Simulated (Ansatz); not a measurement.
`C#[C][Ga]([CH3])[C]#C`, relaxed with RKS PBE0-D4/def2-TZVP in the Gaussian-basis code of Ansatz from a GFN2-xTB geometry. The force threshold is 0.005 eV/Å; the program also tests the step.

The species carries charge 0 and has multiplicity 1.

Start:

```xyz
11

C     2.745    0.544    1.382
C     1.692    0.336    0.827
Ga   -0.014    0.004   -0.093
C    -0.230    0.107   -2.102
C    -1.483   -0.437    1.139
C    -2.391   -0.711    1.887
H     3.662    0.728    1.871
H     0.045    1.099   -2.469
H     0.420   -0.620   -2.598
H    -1.265   -0.098   -2.389
H    -3.181   -0.951    2.545
```

```tsv
step	energy (eV)	largest force (eV/Å)	largest move (Å)
1	-57629.5593	0.786	0.000
2	-57629.6495	0.314	0.086
3	-57629.6575	0.049	0.031
4	-57629.6578	0.019	0.012
5	-57629.6581	0.010	0.025
6	-57629.6581	0.005	0.019
7	-57629.6581	0.002	0.002
```

End:

```xyz
11

C     2.747    0.553    1.285
C     1.668    0.336    0.786
Ga   -0.020    0.000   -0.055
C    -0.220    0.101   -1.992
C    -1.478   -0.435    1.108
C    -2.420   -0.713    1.813
H     3.696    0.743    1.733
H     0.071    1.093   -2.344
H     0.447   -0.620   -2.471
H    -1.245   -0.101   -2.304
H    -3.246   -0.957    2.442
```

Run time 39 s (4 threads of a server CPU on a shared host); peak host memory 0.72 GiB.
